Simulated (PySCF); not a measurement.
Vertical excitations of a molecule C5H7F from PySCF with TDDFT-PBE/def2-SVPD, as energy in eV (oscillator strength): 6.02 (0.011), 6.15 (0.001), 6.78 (0.091), 6.93 (0.088), 7.29 (0.001), 7.40 (0.011), 7.52 (0.017), 7.55 (0.022), 7.68 (0.003), 7.71 (0.042). Lowest triplet (TDA): 4.32 eV. Coordinates come from a B3LYP-D3(BJ)/def2-SVP optimisation. One conformer was computed; it need not be the lowest.

Q: Pick the molecule that these values belong to.
A. C[C@@H]1C=C[C@@H]1F
B. C[C@H]1CC=C1F
C. C=CC(F)C=C
D. C=CC/C=C\F

A: A, C[C@@H]1C=C[C@@H]1F
